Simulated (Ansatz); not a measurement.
Which is lower?

Two relaxed structures of B₃SiH₅, closed shell (PBE0-D4/def2-TZVP; forces vanish, vibrations not checked).

A:

B1  (-0.026, 1.541, -0.793)
Si2  (0.299, -0.387, -0.545)
B3  (-0.002, -1.726, 0.941)
B4  (-0.221, -0.339, 1.438)
H5  (-0.834, 1.886, -1.605)
H6  (0.508, 2.354, -0.105)
H7  (0.385, -1.259, -1.745)
H8  (0.093, -2.842, 0.574)
H9  (-0.203, 0.772, 1.840)
(Å)

B:

B1  (-0.079, 1.257, -0.210)
Si2  (-0.315, -0.125, 1.324)
B3  (0.106, -1.770, 0.447)
B4  (0.190, -0.459, -0.472)
H5  (-1.061, 1.680, -0.756)
H6  (0.926, 1.913, -0.240)
H7  (0.509, -0.665, -1.605)
H8  (0.156, -2.904, 0.767)
H9  (-0.447, 1.495, 1.099)
(Å)

Computed with Ansatz 0.2.0 (basis: def2-TZVPP); correlated methods freeze the cores. B3LYP uses VWN-RPA correlation.

(1) Which structure is lower at CCSD(T), and by how much? (An estimate is asked for; the value comes from the calculation.)

(2) Do the other methods give the same order? (Judge from chemistry; the calculation decides.)

No T1 diagnostic of these runs exceeds 0.020. The restricted Hartree–Fock reference is unstable towards an unrestricted one at one or more of these structures.

## Answers

(1) By the calculation: B, by 51.3 kJ/mol (electronic energy, against the other). By their contacts, A is B₃SiH₅ ([BH2][SiH]1[BH][BH]1) and B is B₃SiH₅ ([H]1[BH2]2[BH]3[BH][Si]132).

(2) The calculation gives: Not all: HF gives the other order.

| method | E(B) − E(A) (kJ/mol) |
| --- | --- |
| PBE-D4 | -76.9 |
| r2SCAN-D4 | -68.2 |
| PBE0-D4 | -68.3 |
| B3LYP-D4 | -43.9 |
| wB97M-V | -56.2 |
| HF | 16.2 |
| MP2 | -61.1 |
| CCSD | -42.3 |
| CCSD(T) | -51.3 |

Labels in which every atom is bracketed show which atoms are joined, not bond orders.

For scale, one of the runs: CCSD(T)/def2-TZVPP, 205 basis functions, launched by `ansatz run in.yaml --threads 2 --pin off --events-out ev --progress --plain --max-ram 4352MiB`. Time: 50 s of wall clock on 2 CPU threads of an Arm Neoverse V2; the host was shared. Peak host memory: 2.5 GiB.
